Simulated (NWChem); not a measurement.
Species: C3H6O2; SMILES CC1OCO1

```xyz
11

C      0.2719    -1.7542     0.0000
C     -0.4567    -0.4330     0.0000
O     -0.0455     0.4722    -1.0376
C      0.2725     1.3973     0.0000
O     -0.0455     0.4722     1.0376
H      1.3530    -1.5887     0.0000
H     -0.0044    -2.3323     0.8890
H     -0.0044    -2.3323    -0.8890
H     -1.5503    -0.5701     0.0000
H      1.3286     1.7046     0.0000
H     -0.3844     2.2814     0.0000
```
Atoms are numbered in this order, from 1.

All runs: NWChem. Pople sets run with spherical d functions. All runs use the structure optimised with B3LYP/6-31G* (spherical d). Level: B3LYP/6-31G* with SMD (1 M gas to 1 M solution), gas-phase geometry.

Question: What does the run give for solvent toluene? Quantities: solvation free energy (kcal/mol); cavity-dispersion-structure term (kcal/mol); dipole in solution (D).

Answer: 
| Property | Value |
|---|---|
| solvation free energy (kcal/mol) | -3.4 |
| cavity-dispersion-structure term (kcal/mol) | -1.4 |
| dipole in solution (D) | 0.35 |
